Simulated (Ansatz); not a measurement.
Two structures of CH$_{6}$FGe, doublet, reached by relaxing down either side of one saddle point (PBE0-D4/def2-TZVP). Energies are electronic, without zero-point energy. Computed with Ansatz 0.2.0 (basis: def2-TZVPP and def2-QZVPP); correlated methods freeze the cores; orbitals are unrestricted. Filled d shells of the heavier atoms are correlated. The def2 sets are not built for correlating such inner shells, so the correlated values are less sure here. Extrapolation: Hartree–Fock as exp(−7.88 √X), correlation as X^−2.97. First:

F1  (-1.692, 0.448, 0.619)
Ge2  (-0.727, 1.363, -0.511)
C3  (0.977, -1.638, 0.558)
H4  (0.565, 1.739, 0.222)
H5  (-1.574, 2.592, -0.869)
H6  (-0.486, 0.450, -1.718)
H7  (1.859, -1.285, 1.073)
H8  (1.082, -2.221, -0.345)
H9  (-0.004, -1.448, 0.971)
(Å)

Second:

```
atom    x (Å)    y (Å)    z (Å)
  F1   0.3614  -0.9282   0.4056
 Ge2  -0.9421   2.2562  -0.9592
  C3   0.8767  -2.1070   0.8974
  H4  -0.0279   3.3953  -0.4693
  H5  -2.3824   2.4587  -0.4515
  H6  -0.9160   2.1614  -2.4967
  H7   1.8339  -1.9029   1.3821
  H8   1.0205  -2.8057   0.0702
  H9   0.1756  -2.5278   1.6216
```

(1) Which bonds change from the first to the second?

(2) Give the saddle point's structure and its height above each. (Judge from chemistry; the value comes from the calculation.)

T1 diagnostic: at most 0.017. ⟨S²⟩ of the unrestricted Hartree–Fock references: 0.75 to 0.82 (a pure state has 0.75). The unrestricted reference is spin-contaminated, which hurts MP2 most. The end structure is not quite a true minimum (one mode of 72i cm⁻¹).

Results:

(1) GeH₃F ([F][GeH3]) + CH₃ → CH₃F ([CH3][F]) + GeH₃; bonds formed: F1–C3; bonds broken: F1–Ge2.

(2) By the calculation: 182.2 kJ/mol above the first and 112.0 kJ/mol above the second (CCSD(T) at an estimated basis limit (MP2 extrapolated from triple and quadruple zeta, plus CCSD(T) − MP2 in triple zeta)).
```json
{"atom": "F1", "x (Å)": "0.0845", "y (Å)": "-0.2190", "z (Å)": "0.0962"}
{"atom": "Ge2", "x (Å)": "-0.6578", "y (Å)": "1.5754", "z (Å)": "-0.6699"}
{"atom": "C3", "x (Å)": "0.6993", "y (Å)": "-1.6783", "z (Å)": "0.7144"}
{"atom": "H4", "x (Å)": "0.2574", "y (Å)": "2.7082", "z (Å)": "-0.1764"}
{"atom": "H5", "x (Å)": "-2.0935", "y (Å)": "1.7577", "z (Å)": "-0.1501"}
{"atom": "H6", "x (Å)": "-0.6337", "y (Å)": "1.4736", "z (Å)": "-2.2041"}
{"atom": "H7", "x (Å)": "1.6278", "y (Å)": "-1.3586", "z (Å)": "1.1680"}
{"atom": "H8", "x (Å)": "0.7958", "y (Å)": "-2.2799", "z (Å)": "-0.1794"}
{"atom": "H9", "x (Å)": "-0.0801", "y (Å)": "-1.9791", "z (Å)": "1.4013"}
```

Radical steps of this kind take place in plasma deposition and etching.

Labels in which every atom is bracketed show which atoms are joined, not bond orders.

For scale, one of the runs: CCSD(T)/def2-TZVPP, 194 basis functions, launched by `ansatz run in.yaml --threads 8 --pin off --events-out ev --progress --plain --max-ram 19148MiB`. The run took 2.3 min on 8 CPU threads of an Arm Neoverse V1 (shared host), with 6.2 GiB of host memory at its peak.
